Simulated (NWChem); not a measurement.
System: TlCl; SMILES [Cl][Tl]

All runs: NWChem. Geometry: optimised at PBE-D3(BJ)/def2-SVP. def2 effective core potentials on Tl; no spin-orbit coupling. Level PBE/def2-SVP: energy and gradient on several grids; changes count from the extra-fine grid, which is no exact limit either.

Question: Which is the coarsest grid (xfine; xcoarse; medium; fine; coarse) from which on the energy stays within 50 μHa and each gradient component within 100 μHa/bohr of xfine?

Answer: coarse.
| grid | size of the energy change (μHa) | largest change of a gradient component (μHa/bohr) |
|---|---|---|
| xcoarse | 10 | 200 |
| coarse | < 10 | < 30 |
| medium | < 10 | < 30 |
| fine | < 10 | < 30 |
| xfine | < 10 | < 30 |
